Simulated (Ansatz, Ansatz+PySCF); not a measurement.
```yaml
atoms:
  - { symbol: N, position_ang: [0.0000, 0.0000, 0.0000] }
  - { symbol: S, position_ang: [0.0000, 0.0000, 1.5687] }
```

Basis set: def2-SVP (spherical functions). Frozen core: 6 orbitals. Correlation on ROHF uses semicanonical orbitals with singles. Charge 0, multiplicity 2.

Computed with Ansatz (development build ahead of 0.2.0); each method stands on the lowest determinant of its kind that the runs found.

The atomization energy at this shape (free ground-state atoms in the same class of orbitals less the molecule, no zero-point energy) of doublet NS:

```
      method  atomization energy
ROHF-CCSD(T)             3.89 eV
    ROHF-MP2             4.04 eV
     UHF-MP2             3.04 eV
 UHF-CCSD(T)             3.84 eV
        ROHF             0.49 eV
```

**Question.** What does UHF give?

**Answer.** 1.01 eV. Caution for ROHF-CCSD(T), ROHF-MP2, ROHF: an unrestricted determinant lies well below. Caution for UHF-MP2, UHF-CCSD(T), UHF: the unrestricted determinant is spin contaminated.
